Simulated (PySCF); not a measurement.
**From computed data to an observable: chemical shift, span and skew from a shielding tensor**

CHBClF3, SMILES FC(F)(F)BCl. Atoms are numbered in the order given.

```xyz
7

B      0.8049    -0.5820     0.0000
C      0.0149     0.8155     0.0000
F     -1.3221     0.7202     0.0000
F      0.3692     1.5298     1.0912
F      0.3692     1.5298    -1.0912
Cl    -0.0507    -2.0848     0.0000
H      2.0019    -0.5605     0.0000
```

Coordinates come from a B3LYP-D3(BJ)/def2-SVP optimisation. This is a generated structure with no PubChem entry under its InChIKey; it may be hypothetical.

GIAO shieldings from B3LYP/pcSseg-1 (PySCF), non-relativistic, no solvent. The symmetric part of the tensor of C2 has the principal values 39.3, 42.0, 61.6 ppm. The same nucleus in TMS has σ = 181.3 ppm at this level (PySCF, at its B3LYP-D3(BJ)/def2-TZVP geometry). Without spin–orbit terms, shifts of atoms bonded to Cl or Br come out too high.

Question: Work out the isotropic shielding, the ¹³C shift against TMS, the span and the skew.

Answer: 
σ(iso) = (σ11 + σ22 + σ33)/3 = 47.6 ppm. δ = σ(ref) − σ(iso) = 181.3 − (47.6) = 133.7 ppm.
Span Ω = σ33 − σ11 = 22.3 ppm. Skew κ = 3(σ(iso) − σ22)/Ω = 0.76. Tumbling in solution averages the tensor to δ; in a static solid the shielding alone would spread this spin-1/2 line over Ω.
